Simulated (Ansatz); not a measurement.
Z-matrix (Å, degrees):
```
Ge
F 1 1.714
F 1 1.714 2 104.5
F 1 1.714 2 104.5 3 112.3
C 1 1.905 2 115.2 3 -123.8
C 5 1.392 1 119.8 2 90.8
C 5 1.392 1 119.9 2 -89.1
C 6 1.386 5 119.7 1 -179.6
H 6 1.084 5 120.5 1 0.9
C 7 1.386 5 119.7 1 179.6
H 7 1.084 5 120.5 1 -0.9
C 8 1.387 6 120.0 5 -0.1
H 8 1.084 6 119.8 5 -179.9
H 10 1.084 7 119.8 5 179.9
H 12 1.084 8 119.8 6 -179.9
```

Charge 0, multiplicity 1.

Problem. List the CAM-B3LYP/def2-TZVPP orbital energies in eV (the Gaussian-basis code of Ansatz). (Estimate.)

Solution. Ansatz gave: Occupied: -10854.23, -1358.28, -1209.25, -1209.25, -1209.22, -673.48, -673.47, -673.38, -280.07, -279.89, -279.88, -279.75, -279.67, -279.66, -173.31, -123.65, -123.64, -123.53, -37.73, -37.72, -37.26, -37.15, -37.14, -34.56, -33.52, -33.43, -26.56, -23.49, -23.47, -19.52, -19.44, -18.02, -16.84, -15.39, -15.15, -15.05, -14.91, -14.60, -14.23, -13.73, -13.73, -13.31, -13.30, -13.19, -13.08, -12.91, -12.00, -11.26, -9.52, -9.36. Lowest empty: -0.39, 0.07, 0.91, 2.21, 2.23, 2.82, 2.99, 3.25.
